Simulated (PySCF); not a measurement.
A run for PySCF: R-B3LYP/3-21G on CH5BOSe (SMILES COB[SeH]), a point of a torsion scan.

```python
from pyscf import gto, scf, dft, mp
from pyscf.data.elements import chemcore

mol = gto.M(
    atom='''
    C    -1.04601743   -0.63171312    0.08277712
    O    -0.95630667   -0.68735353   -1.32187205
    B    -0.00752856   -1.30964538   -2.00837895
    Se   -0.22497313   -1.22885192   -3.91774389
    H    -0.06179742   -0.49799865    0.53685791
    H    -1.49457374   -1.55302173    0.46140338
    H    -1.68557971    0.21349230    0.34004197
    H     0.91706911   -1.86993275   -1.54911169
    H    -1.44430160   -0.47168846   -3.91060117
    ''',
    basis='3-21g',
    charge=0, spin=0, verbose=3, max_memory=1800)
mf = dft.RKS(mol, xc='b3lyp')
mf.conv_tol = 1e-8
mf.max_cycle = 100
mf.kernel()
if not mf.converged:
    mf = mf.newton().run(mf.mo_coeff, mf.mo_occ)
```

Output:

```
converged SCF energy = -2530.66670538498
```

The calculation finished and met its thresholds.

Cost: around 7 core-seconds (rough).
